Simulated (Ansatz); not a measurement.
System: CH3Si, charge 0, doublet. CH3Si (SMILES C[Si], doublet).
B3LYP-D3(BJ)/def2-TZVP minimum from Ansatz (a program for electronic structure):
```xyz
5

C     -1.1030     0.0446     0.0262
Si     0.7938    -0.0232    -0.0072
H     -1.4093    -0.5919    -0.8203
H     -1.5274     1.0350    -0.1585
H     -1.5592    -0.3861     0.9215
```
Charge 0, spin multiplicity 2.

Total energies in cc-pV(T+d)Z, 11 correlated electrons, 6 frozen orbitals. UHF or UKS for unpaired electrons; spin-orbit terms are left out. Correlated methods leave the cores frozen. No relativity. The UHF reference of CH3Si (C[Si], doublet) is spin-contaminated (<S^2> up to 0.04 over the pure value in the sets run).

```csv
method,program,energy (Eh),minus CCSDT(Q) (mEh)
HF,Ansatz,-328.50079,302.98
MP2,Ansatz,-328.75821,45.56
CCSD,Ansatz,-328.79115,12.63
CCSD(T),Ansatz,-328.80231,1.47
CCSDT(Q),Ansatz,-328.80377,0.00
```

Rough core times of Ansatz's runs on a shared machine: CCSD(T) 2 min, CCSDT(Q) 40 min.
